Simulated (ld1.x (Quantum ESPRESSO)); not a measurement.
**Varying the PAW potential for Mo**

Base potential:

- Element: molybdenum (Mo)
- Generator: ld1.x (Quantum ESPRESSO) 7.5
- Type: PAW
- Functional: PBEsol
- Relativity: scalar-relativistic
- Frozen core: [Ar] 3d10 4s2
- Valence charge: 12
- Reference configuration: 4p6 4d4 5s0 5p0 (charge +2)
- Partial waves: 5s (bound, empty): rcut 2.75, rcutus 2.90 bohr; 5s channel at -0.7 Ry: rcut 2.75, rcutus 2.90 bohr; 4p (bound): rcut 1.80, rcutus 2.30 bohr; 5p (bound, empty): rcut 1.80, rcutus 2.30 bohr; 4d (bound): rcut 1.65, rcutus 2.00 bohr; 4d channel at 0.05 Ry: rcut 1.65, rcutus 2.00 bohr
- Local potential: all-electron potential smoothed inside 2.55 bohr (lloc = -1)
- Core correction: Bessel-smoothed model core inside 1.55 bohr
- Augmentation charge: PSQ, inside the norm-conserving radii

Cutoffs, loose and tight: the cutoffs (Ry, on a coarse ladder) from which the occupation-weighted sum of valence levels, in a spherical-Bessel basis at the reference potential, stays within 10 and 1 mRy of its value at 400 Ry. They do not see the model core or the augmentation charge, which bear on the density cutoff. Test errors are all-electron minus pseudo excitation energies from the reference, over the configurations 4p6 4d5 5s1 5p0; 4p6 4d5 5s0 5p0; 4p6 4d3 5s0 5p0; 4p6 4d5 5s0.5 5p0; 4p6 4d5 5s0 5p1; 4p5 4d5 5s1 5p0; 4p6 4d5.5 5s0.5 5p0. A dash means not determined; rows that change the core or the reference have their own tests.

A true bound ghost makes a file unfit for plane-wave use even where its test errors are small: the radial tests pick states by their node count and pass the ghost by.

Cutoffs are not given where the Bessel-basis levels miss the radial ones by over 6 mRy, ghosts where they miss by over 20 mRy; a channel whose overlap is not positive is not tested.

A file whose overlap is not positive is unfit for use, and its test errors describe a broken file.

| change | outcome | cutoff, loose | cutoff, tight | bound ghosts | largest test error (meV) |
| --- | --- | --- | --- | --- | --- |
| base | generated | 25 Ry | 40 Ry | none | test run stopped at test 1 of 7 (negative rho) |
| local potential all-electron potential smoothed inside 1.22 bohr (lloc = -1) | generated, overlap not positive | – | – | not determined (overlap not positive) | test run stopped at test 1 of 7 (negative rho) |
| local potential all-electron potential smoothed inside 1.52 bohr (lloc = -1) | generated, overlap not positive | – | – | s, d (p not tested, overlap not positive) | test run stopped at test 1 of 7 (negative rho) |
| local potential all-electron potential smoothed inside 1.76 bohr (lloc = -1) | generated, overlap not positive | – | – | s (p not tested, overlap not positive) | test run stopped at test 1 of 7 (negative rho) |
| local potential all-electron potential smoothed inside 2.10 bohr (lloc = -1) | generated, overlap not positive | – | – | s (p not tested, overlap not positive) | test run stopped at test 1 of 7 (negative rho) |
| local potential all-electron potential smoothed inside 2.40 bohr (lloc = -1) | generated | 25 Ry | 40 Ry | none | test run stopped at test 1 of 7 (negative rho) |
| local potential all-electron potential smoothed inside 2.80 bohr (lloc = -1) | generated | 25 Ry | 40 Ry | none | test run stopped at test 1 of 7 (negative rho) |
| local potential all-electron potential smoothed inside 2.98 bohr (lloc = -1) | generated | 25 Ry | 40 Ry | none | test run stopped at test 1 of 7 (negative rho) |
| local potential all-electron potential smoothed inside 3.40 bohr (lloc = -1) | generated | 25 Ry | 40 Ry | none | test run stopped at test 1 of 7 (negative rho) |

Reading the sweep of the rcloc (base included, trends over the rows without a ghost): The loose cutoff stays near 25 Ry. Bound ghosts are found at 1.52, 1.76, 2.1 bohr.
